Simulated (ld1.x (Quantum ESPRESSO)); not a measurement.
**Cs: excitation energies, all-electron against PAW**

Cs, PAW, made with ld1.x (Quantum ESPRESSO) 7.5 (revPBE, fully relativistic). Core [Kr] 4d10, reference 5s2 5p6 5d0 6s0 6p1. Waves: 5s (bound): rcut 2.25, rcutus 2.55 bohr; 6s (bound, empty): rcut 2.25, rcutus 2.55 bohr; 5p (bound): rcut 2.80, rcutus 3.30 bohr; 6p (bound): rcut 2.80, rcutus 3.30 bohr; 5d (bound, empty): rcut 2.55, rcutus 3.60 bohr; 5d channel at 0.3 Ry: rcut 2.55, rcutus 3.60 bohr. Local part: all-electron potential smoothed inside 2.45 bohr (lloc = -2). Core correction: Bessel-smoothed model core inside 2.50 bohr. Augmentation charge: BESSEL, radius 2.10 bohr.

Open shells are filled in proportion to 2j + 1 (rel_dist='average').

Energies are relative to the spin-unpolarised reference configuration 5s2 5p6 5d0 6s0 6p1; without spin polarisation the order of configurations can differ from experiment. Not all tests gave a result: test run stopped at test 7 of 7 (negative rho).

| valence configuration | charge | ΔE all-electron (eV) | error AE − PS (meV) |
| --- | --- | --- | --- |
| 5s2 5p6 5d0 6s1 6p0 | 0 | -1.304 | +0.5 |
| 5s2 5p6 5d0 6s0 6p0 | +1 | 2.494 | -0.8 |
| 5s2 5p6 5d0 6s0.5 6p0 | +0.5 | 0.126 | -0.2 |
| 5s2 5p6 5d0.5 6s0.5 6p0 | 0 | -0.479 | +0.4 |
| 5s2 5p6 5d1 6s0 6p0 | 0 | 0.332 | +0.2 |
| 5s2 5p5 5d0 6s1 6p0 | +1 | 16.599 | +4.2 |

The ghost test of this file was not conclusive.
